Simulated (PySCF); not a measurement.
PySCF 2.14 output of an unrestricted LC-wPBE calculation on a single atom or ion in aug-cc-pVDZ-PP with ECP10MDF, with scalar relativity through the core potential:

```
SCF conv_tol = 1e-09
number electrons alpha = 11  beta = 9
    O. A. Vydrov and G. E. Scuseria.,  J. Chem. Phys. 125, 234109 (2006)
cycle= 1 E= -226.886366637297  delta_E= -0.02  |g|= 0.111  |ddm|= 0.654
cycle= 2 E= -226.884499827492  delta_E= 0.00187  |g|= 0.172  |ddm|= 0.485
cycle= 3 E= -226.888090403071  delta_E= -0.00359  |g|= 0.00259  |ddm|= 0.315
cycle= 4 E= -226.888095822251  delta_E= -5.42e-06  |g|= 0.00125  |ddm|= 0.0139
cycle= 5 E= -226.888096022779  delta_E= -2.01e-07  |g|= 1.82e-05  |ddm|= 0.00284
cycle= 6 E= -226.888096022991  delta_E= -2.12e-10  |g|= 2.79e-06  |ddm|= 8.27e-05
converged SCF energy = -226.888096022991  <S^2> = 2.000776  2S+1 = 3.0005173
```

The run itself started from symmetry-adapted Hartree-Fock orbitals and held the occupation by maximum overlap, on a logarithmic radial grid, so the iterations belong to that start.

Problem. Which element, charge and spin multiplicity is this?

Solution. Zn (zinc, neutral), multiplicity 3; the state was [Ar] 3d10 4s1 5s1, high-spin 3S determinant (an excited configuration).

Energies and moments cover only the electrons outside the core potential. The outer electron is Rydberg-like, and this basis confines it to a smaller radius and binds it less than a complete one would.
